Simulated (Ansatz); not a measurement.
B9P9H24⁺, a nanocrystal cut from wurtzite BP (hydrogen-capped). Charge 1, multiplicity 2. Geometry PBE-D4/def2-SVP, that of the neutral singlet; atoms count from 1.

Cartesian coordinates in Å:
```
B -0.2710 3.8639 -0.3752
P 1.4864 3.2990 -1.0454
P -1.1267 2.1959 0.1950
B -1.3901 0.9580 -1.3002
B 1.8558 1.3824 -0.9555
P 0.4264 0.4570 -1.9381
P -2.2545 -0.7076 -0.7383
B -2.5246 -1.9360 -2.2408
B 0.7435 -1.4822 -1.8759
P -0.7064 -2.3494 -2.8575
B -0.1478 1.3331 1.6559
P 1.6251 0.8195 0.9139
P -1.0035 -0.3298 2.2390
B -1.2672 -1.5497 0.7292
B 1.9779 -1.1088 1.0617
P 0.5453 -1.9619 0.0203
B -0.0257 -1.1824 3.7074
P 1.7270 -1.6127 2.9329
H -0.8970 4.3642 -1.2995
H -0.1011 4.5997 0.5872
H 1.7208 3.7238 -2.3897
H 2.5629 3.9808 -0.3983
H -2.4233 2.5269 0.6978
H -2.0114 1.4909 -2.2074
H 2.9592 1.0844 -1.3814
H 0.5491 0.8497 -3.3079
H -3.5441 -0.3591 -0.2292
H -3.1219 -1.3693 -3.1455
H -3.0470 -2.9708 -1.8502
H 1.8508 -1.7699 -2.2986
H -0.5227 -2.0651 -4.2460
H -0.4410 -3.7536 -2.8738
H 0.0063 2.1002 2.5944
H 2.6416 1.4823 1.6709
H -2.3011 0.0165 2.7288
H -1.8121 -2.5824 1.0893
H 3.0810 -1.3980 0.6290
H 0.7562 -3.3736 0.1110
H 0.1385 -0.3871 4.6222
H -0.5754 -2.2272 4.0281
H 2.8076 -1.0532 3.6823
H 2.0543 -2.9982 3.0578
```

Single mean-field runs in def2-TZVP are fitted with def2-universal-jkfit.

Q: Estimate the Mulliken populations of the heavy atoms from the PBE0/def2-TZVP orbitals of Ansatz.

A: 
```json
{"atom": "B1", "charge (e)": "-0.29", "spin (α − β)": "0.01"}
{"atom": "P2", "charge (e)": "0.01", "spin (α − β)": "0.00"}
{"atom": "P3", "charge (e)": "0.03", "spin (α − β)": "0.10"}
{"atom": "B4", "charge (e)": "-0.05", "spin (α − β)": "0.03"}
{"atom": "B5", "charge (e)": "-0.03", "spin (α − β)": "0.03"}
{"atom": "P6", "charge (e)": "-0.12", "spin (α − β)": "0.00"}
{"atom": "P7", "charge (e)": "0.04", "spin (α − β)": "0.11"}
{"atom": "B8", "charge (e)": "-0.29", "spin (α − β)": "0.08"}
{"atom": "B9", "charge (e)": "-0.03", "spin (α − β)": "0.03"}
{"atom": "P10", "charge (e)": "0.02", "spin (α − β)": "0.01"}
{"atom": "B11", "charge (e)": "-0.05", "spin (α − β)": "0.04"}
{"atom": "P12", "charge (e)": "-0.12", "spin (α − β)": "0.00"}
{"atom": "P13", "charge (e)": "0.04", "spin (α − β)": "0.11"}
{"atom": "B14", "charge (e)": "-0.06", "spin (α − β)": "0.07"}
{"atom": "B15", "charge (e)": "-0.03", "spin (α − β)": "0.03"}
{"atom": "P16", "charge (e)": "-0.11", "spin (α − β)": "0.02"}
{"atom": "B17", "charge (e)": "-0.29", "spin (α − β)": "0.09"}
{"atom": "P18", "charge (e)": "0.02", "spin (α − β)": "0.01"}
```
Mulliken values and Mayer orders depend strongly on the basis.

Q: Where does the spin sit?

A: Summed by element: B 0.42, P 0.37, H 0.21, of 1 unpaired in all. Largest on single atoms: P13 0.11, P7 0.11, P3 0.10.

Q: And the Mayer bond orders between bonded heavy atoms (over 0.3)?

A: B1–P2 0.89 (1.96 Å); B1–P3 0.92 (1.96 Å); P2–B5 0.89 (1.95 Å); P3–B4 0.82 (1.96 Å); P3–B11 0.80 (1.96 Å); B4–P6 0.85 (1.99 Å); B4–P7 0.89 (1.96 Å); B5–P6 0.82 (1.97 Å); B5–P12 0.82 (1.97 Å); P6–B9 0.85 (1.97 Å); P7–B8 0.84 (1.96 Å); P7–B14 0.80 (1.96 Å); B8–P10 0.91 (1.96 Å); B9–P10 0.86 (1.95 Å); B9–P16 0.82 (1.97 Å); B11–P12 0.86 (1.99 Å); B11–P13 0.89 (1.96 Å); P12–B15 0.85 (1.97 Å); P13–B14 0.81 (1.96 Å); P13–B17 0.83 (1.96 Å); B14–P16 0.87 (1.99 Å); B15–P16 0.82 (1.97 Å); B15–P18 0.86 (1.95 Å); B17–P18 0.91 (1.96 Å).
